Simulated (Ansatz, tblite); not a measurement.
Cost and result up the ladder for GaMe2H (C2H7Ga) (10 atoms). Charge 0, multiplicity 1. Geometry: PBE-D4/def2-SVP.

```
atom    x (Å)    y (Å)    z (Å)
 Ga1   0.5439  -0.0009  -0.5558
  C2  -0.7525  -1.4966  -0.4173
  H3  -1.7813  -1.1183  -0.6001
  H4  -0.7498  -1.9163   0.6110
  H5  -0.5504  -2.3152  -1.1347
  C6   0.4331   1.4983   0.7392
  H7   0.6751   1.1274   1.7586
  H8  -0.6025   1.8965   0.7866
  H9   1.1237   2.3302   0.5009
 H10   1.6607  -0.0051  -1.6885
```

Ansatz on 4 threads of Arm Neoverse V2 on a shared host; xTB runs through tblite on one thread. Times are rough, summed over both states, and most runs start from the orbitals of an earlier one. PBE0-D4/def2-TZVP serves as the yardstick here, not as an exact answer. The other state is a triplet.

The xTB rows come from tblite. HOMO above LUMO, or a gap near zero within one spin, warns that the state may not be the lowest or that an electron is smeared out.

Run but left out: PBE-D4/def2-TZVP (triplet: an occupied level 0.21 eV above an empty one).

xTB has no spin-polarisation term.

| level | functions | wall time | vertical triplet (eV) | difference from PBE0-D4/def2-TZVP (eV) | remarks |
| --- | --- | --- | --- | --- | --- |
| GFN2-xTB | 24 | 0.005 s | 5.32 | 0.42 | – |
| GFN1-xTB | 31 | 0.007 s | 6.56 | 1.66 | – |
| PBE0-D4/def2-TZVP (with forces) | 152 | 7.1 s | 4.90 | 0.00 | – |
| r2SCAN-D4/def2-TZVP | 152 | 12 s | 4.66 | -0.24 | gap within one spin near zero (triplet) |
